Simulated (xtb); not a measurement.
Species: C8H20Si, SMILES `CC[Si](CC)(CC)CC` (charge 0, multiplicity 1).

Task: Give a relaxed geometry from GFN2-xTB run with xtb 6.7.1.

Result: This is not unique; one that fits is the end point of this relaxation, one of several conformers (outside a Z-matrix the atoms follow the SMILES, hydrogens last).
Z-matrix (Å, degrees):
```
Si
C 1 1.9166
H 2 1.0908 1 109.53
H 2 1.0909 3 106.24 1 118.35
C 2 1.5253 3 108.86 4 116.78
H 5 1.0870 2 110.71 3 62.62
H 5 1.0870 6 108.19 2 -121.36
H 5 1.0890 6 108.17 7 -116.94
C 1 1.9166 2 108.95 3 174.04
H 9 1.0908 1 109.53 2 -53.39
H 9 1.0909 10 106.24 1 -118.35
C 9 1.5253 10 108.86 11 -116.78
H 12 1.0870 9 110.71 10 -62.62
H 12 1.0870 13 108.19 9 121.36
H 12 1.0890 13 108.17 14 116.94
C 1 1.9166 2 108.95 3 53.39
H 16 1.0908 1 109.53 2 -174.04
H 16 1.0909 17 106.24 1 -118.35
C 16 1.5253 17 108.86 18 -116.78
H 19 1.0870 16 110.71 17 -62.62
H 19 1.0870 20 108.19 16 121.36
H 19 1.0890 20 108.17 21 116.94
C 1 1.9166 2 110.53 3 -66.28
H 23 1.0908 1 109.53 2 -66.28
H 23 1.0909 24 106.24 1 118.35
C 23 1.5253 24 108.86 25 116.78
H 26 1.0870 23 110.71 24 62.62
H 26 1.0870 27 108.19 23 -121.36
H 26 1.0890 27 108.17 28 -116.94
```
